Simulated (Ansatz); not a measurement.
A run on `CS[CH2][GeH3]` with other settings.

```yaml
crystal:
  periodic: [false, false, false]
  atoms:
    - {symbol: C, position_ang: [-1.438985, 1.259003, -0.437803]}
    - {symbol: S, position_ang: [-0.359435, 1.259941, 0.996782]}
    - {symbol: C, position_ang: [0.129233, -0.474524, 1.038818]}
    - {symbol: Ge, position_ang: [1.464077, -0.954563, -0.323503]}
    - {symbol: H, position_ang: [-2.295624, 0.600243, -0.281468]}
    - {symbol: H, position_ang: [-1.800045, 2.280870, -0.558350]}
    - {symbol: H, position_ang: [-0.908275, 0.966187, -1.344635]}
    - {symbol: H, position_ang: [0.575454, -0.637212, 2.022223]}
    - {symbol: H, position_ang: [-0.754150, -1.114692, 0.977110]}
    - {symbol: H, position_ang: [2.768300, -0.200438, -0.025718]}
    - {symbol: H, position_ang: [0.966174, -0.566625, -1.725845]}
    - {symbol: H, position_ang: [1.730175, -2.473189, -0.303609]}
basis:
  gaussian: {orbitals: def2-TZVPP}
total_charge: 1
magnetization: {spin_polarized: true, initial_magnetization: 1}
hamiltonian: {xc: {name: SVWN5}}
accuracy: high
output: {forces: true}
```

```sh
$ ansatz run in.yaml --threads 4 --pin off --events-out ev --progress --plain --max-ram 10444MiB
```

Shortened log:

```
Functional definition: SVWN5
4678 factors; integrals over basis functions are off by at most 1.8e-8 eV
mean field evaluation 1: about -69384.5900 eV, gradient 7.2e1 eV
mean field evaluation 2: about -69337.2545 eV, gradient 1.1e2 eV
mean field evaluation 4: about -69405.4209 eV, gradient 1.6e1 eV
mean field evaluation 8: about -69406.7696 eV, gradient 1.4e-1 eV
mean field evaluation 16: about -69406.7637 eV, gradient 1.8e-4 eV
mean field -69406.76365240 eV, -2550.6515186315 hartree, gradient 4.4e-8 eV, S^2 0.751412; 2 other end points of the search recorded, 0 dependent functions left out
reference -69406.76365642 eV, -2550.6515187794 hartree; 34, 33 occupied and 230, 231 virtual orbitals, 4678 factors
Total energy: -69406.76365642 eV, -2550.6515187794 hartree
Atom 0 at    -1.438985     1.259003    -0.437803 Å, force     0.267469     0.535180     0.866030 eV/Å
Atom 1 at    -0.359435     1.259941     0.996782 Å, force    -0.008801    -1.692812    -1.016559 eV/Å
Atom 2 at     0.129233    -0.474524     1.038818 Å, force    -0.709480     1.493608     0.711883 eV/Å
Atom 3 at     1.464077    -0.954563    -0.323503 Å, force     1.013291    -0.220219    -0.906830 eV/Å
Atom 4 at    -2.295624     0.600243    -0.281468 Å, force    -0.203402    -0.340020     0.143713 eV/Å
Atom 5 at    -1.800045     2.280870    -0.558350 Å, force    -0.090398     0.325090    -0.017768 eV/Å
Atom 6 at    -0.908275     0.966187    -1.344635 Å, force     0.393380    -0.247426    -0.236097 eV/Å
Atom 7 at     0.575454    -0.637212     2.022223 Å, force     0.337640     0.016095     0.271363 eV/Å
Atom 8 at    -0.754150    -1.114692     0.977110 Å, force    -0.318211    -0.158480    -0.384475 eV/Å
Atom 9 at     2.768300    -0.200438    -0.025718 Å, force    -0.170365     0.067018     0.132102 eV/Å
Atom 10 at     0.966174    -0.566625    -1.725845 Å, force    -0.235978     0.121240     0.146829 eV/Å
Atom 11 at     1.730175    -2.473189    -0.303609 Å, force    -0.275144     0.100725     0.289810 eV/Å
Dipole moment:    -0.722419     0.335832     0.174829 e Å
```

Hardware: 4 threads of an Arm Neoverse V1 on a shared host. Wall time 20 s, peak host memory 2 GiB.
